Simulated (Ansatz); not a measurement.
Stepwise reaction of `[SH][Ge]([SH])([Cl])[Cl]` with hydrogen fluoride, as a gas-phase model of exchange steps in deposition or etching. ΔE in kJ/mol; ΔG adds harmonic PBE0-D4 terms to CCSD(T)/CBS, at 1 bar.

Calculated with Ansatz (gas phase, PBE0-D4/def2-TZVP geometries, no zero-point term in ΔE). CBS: MP2 limit from def2 TZ/QZ plus the TZ coupled-cluster correction, frozen cores. This one scheme is used for every species. Functionals use def2-TZVPP. B3LYP here is the variant with VWN-RPA as its local correlation; programs differ in this. For Ge outer-core shells are correlated without core-valence functions, which leaves a few kJ/mol of doubt a bond. Scalar relativity is left out up to krypton. Each species was taken in one conformer, which may not be the lowest.

```
step                                                          reaction  PBE-D4  B3LYP-D4  ωB97M-V  CCSD(T)/CBS  ΔG(500 K)
   2  `[F][Ge]([SH])([Cl])[Cl]` + H–F → `[F][Ge]([F])([Cl])[Cl]` + H₂S     1.1      -6.3     -9.7         -2.1       -6.4
```

Question: Give the row of step 1, `[SH][Ge]([SH])([Cl])[Cl]` + H–F → `[F][Ge]([SH])([Cl])[Cl]` + H₂S. (Best estimate.)

Answer: Ansatz gave: 
```
step                                                            reaction  PBE-D4  B3LYP-D4  ωB97M-V  CCSD(T)/CBS  ΔG(500 K)
   1  `[SH][Ge]([SH])([Cl])[Cl]` + H–F → `[F][Ge]([SH])([Cl])[Cl]` + H₂S    -3.7     -11.1    -14.5         -5.2      -17.1
```

Question: By hand: ΔE of the 2 steps together at CCSD(T)/CBS.

Answer: (-5.2) + (-2.1) = -7.3 kJ/mol, or -3.7 kJ/mol a step.

In ΔE the steps differ by no more than 3.1 kJ/mol. ΔG lies between -17.1 and -6.4 kJ/mol a step. PBE-D4 differs from CCSD(T)/CBS by 1.5 to 3.2 kJ/mol a step. Isolated molecules leave out the surface, adducts and barriers. Largest T1 diagnostic: 0.011.
